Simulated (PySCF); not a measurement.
**Ionisation energy of I³⁺ by level of theory**

I³⁺ [Kr] 4d10 5s2 5p2 [5p1/2^2, M_J = 0] → I⁴⁺ [Kr] 4d10 5s2 5p1 [5p1/2^1, M_J = 1/2], as a difference of total energies. All numbers are calculated (PySCF 2.14, the two-component X2C-1e Hamiltonian, in x2c-QZVPPall-2c (13s13p9d4f1g, 134 functions)). Correlated levels: [Ar] 3d10 frozen; the 32 highest virtual spinors dropped. "Screened" scales the spin-orbit matrix elements by Boettger's factors to mimic the two-electron term; Breit and QED terms are absent.

| method | ionisation energy (eV) |
| --- | --- |
| GHF (spin-free) | 39.383 |
| GMP2 (spin-free) | 40.207 |
| GHF (screened spin-orbit) | 38.953 |
| GMP2 (screened spin-orbit) | 40.125 |

Question: How much does correlation contribute at GMP2 (screened spin-orbit)?

Answer: 40.125 − (38.953) = 1.172 eV, measured against GHF (screened spin-orbit).

The spin-free rows relax to the high-spin LS determinant and lack the spin-orbit shift.

The labels give the starting determinants; with spin-orbit coupling the two ends relaxed to ⟨J²⟩ = 0.00, ⟨L²⟩ = 1.35, ⟨S²⟩ = 1.35 and ⟨J²⟩ = 0.76, ⟨L²⟩ = 2.05, ⟨S²⟩ = 0.78.

For comparison: 40.357 ± 0.025 eV (measured; NIST Atomic Spectra Database, ionization energies).
